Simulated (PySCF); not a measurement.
**Radial density of Hg²⁺ (mercury, charge +2)**

BHandHLYP, [Xe] 4f14 5d9 6p1, one real determinant (an excited configuration). Computed with PySCF 2.14 in ANO-RCC-VTZP, with the spin-free X2C one-electron Hamiltonian (Gaussian nucleus).

```
r (bohr)  4πr²ρ (e/bohr)  4πr²(ρα − ρβ)
  0.0191           98.37         0.0047
  0.0321           118.5         0.0124
  0.0540           149.7         0.0340
  0.0909           116.3         0.0946
   0.153           138.3         0.0415
   0.257           76.77         0.0932
   0.432           84.01         0.1115
   0.727           27.60         0.3481
    1.22           15.13         0.8990
    2.06           2.924         0.6194
    3.46          0.3858         0.3003
    5.82         0.01890         0.0188
    9.79       2.137e-05         0.0000
```

Densities and radii are taken from the X2C orbitals without a picture-change correction, which distorts them close to the nucleus.

⟨L²⟩ = 8.02 against 12 for a pure F term, so this real determinant mixes terms. Spin-orbit coupling, absent here, splits the open shell strongly.
